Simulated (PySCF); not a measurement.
**Working out the ionisation energy of Ti¹⁰⁺**

Ti¹⁰⁺ [Ne] 3s2 (1S) → Ti¹¹⁺ [Ne] 3s1 (2S). Computed with PySCF 2.14 in an even-tempered Gaussian basis (19 s from 0.59 bohr⁻², ratio 2.5; 12 p from 0.76 bohr⁻², ratio 2.5; 5 d from 3.3 bohr⁻², ratio 2.7; 4 f from 5 bohr⁻², ratio 2.7), with scalar relativity by spin-free X2C-1e. Frozen: 1s2; the 23 highest virtual orbitals dropped. Energies in hartree (1 hartree = 27.21139 eV):

| part | Ti¹⁰⁺ (lower) | Ti¹¹⁺ (upper) |
| --- | --- | --- |
| UHF | -815.360123 | -805.707283 |
| MP2 opposite-spin | -0.290712 | -0.225877 |
| MP2 same-spin | -0.090778 | -0.082337 |

What does Hartree-Fock give?

(-805.707283) − (-815.360123) = 9.652840 hartree = 262.667 eV.

What do MP2 and SCS-MP2 (6/5 opposite-spin, 1/3 same-spin) give?

The opposite-spin parts differ by 1.764 eV and the same-spin parts by 0.230 eV. MP2: 262.667 + (1.764) + (0.230) = 264.661 eV. SCS-MP2: 262.667 + 1.2 × (1.764) + (0.230)/3 = 264.860 eV.

A first-order spin-orbit estimate adds 0.000 eV to MP2 (outer shells), giving 264.661 eV against 265.07 ± 0.06 eV (semi-empirical (NIST evaluation); NIST Atomic Spectra Database, ionization energies).

What remains against the reference includes basis incompleteness, the frozen core and correlation beyond second order.
